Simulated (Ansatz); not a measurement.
```xyz
9

F     2.041   -0.814    1.800
C     0.988   -0.195    1.299
C     0.554    1.042    1.233
Si   -0.605   -0.161    0.425
Ga   -0.669   -0.400   -1.970
H     0.836    2.040    1.537
H    -1.822   -0.565    1.189
H     0.497    0.232   -2.812
H    -1.821   -1.180   -2.701
```

Total charge 0; spin multiplicity 1.

Q: List the r2SCAN/def2-TZVPP orbital energies in eV (Ansatz 0.2.0). (An estimate is asked.)

A: Computed: Occupied: -10122.45, -1791.27, -1244.68, -1101.12, -1101.01, -1101.00, -667.15, -275.50, -273.42, -148.20, -141.69, -101.19, -100.85, -100.82, -96.58, -96.55, -96.51, -32.78, -21.17, -20.76, -20.62, -20.60, -20.48, -20.43, -15.31, -14.10, -12.54, -12.03, -11.78, -10.80, -8.62, -7.79, -7.71, -7.09, -6.33. Lowest empty: -3.04, -0.78, -0.26, -0.01, 0.52, 1.32, 1.58, 2.59.
